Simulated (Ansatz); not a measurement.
`F[CH](F)[GeH3]` + `CC(=O)C=O` → `[CH3][GeH2][CH](F)F` + `O=CC=O`  (formal exchange of groups at a Ge–H bond)

Gas-phase electronic energies from Ansatz, PBE0-D4/def2-TZVP geometries. CCSD(T)/CBS is the MP2 limit (def2-TZVPP, def2-QZVPP) plus CCSD(T) − MP2 in def2-TZVPP, frozen cores. This one scheme is used for every species. Functionals use def2-TZVPP. For Ge outer-core shells are correlated without core-valence functions, which leaves a few kJ/mol of doubt a bond. Scalar relativity is left out up to krypton. Each species was taken in one conformer, which may not be the lowest.

| species | PBE-D4 energy (Eh) |
| --- | --- |
| `F[CH](F)[GeH3]` | -2316.72661 |
| `CC(=O)C=O` | -266.95869 |
| `[CH3][GeH2][CH](F)F` | -2356.01232 |
| `O=CC=O` | -227.66987 |

(1) Work out ΔE.

Largest T1 diagnostic among the species: 0.016.

## Answers

(1) ΔE = (-2356.01232) + (-227.66987) − (-2316.72661) − (-266.95869) = 0.00311 Eh = +8.2 kJ/mol. CCSD(T)/CBS gives +2.0 kJ/mol.

In def2-TZVPP, CCSD(T) changes the Hartree–Fock value by −6.7 kJ/mol (the triples alone add +0.0 kJ/mol) and MP2 by −8.5 kJ/mol.
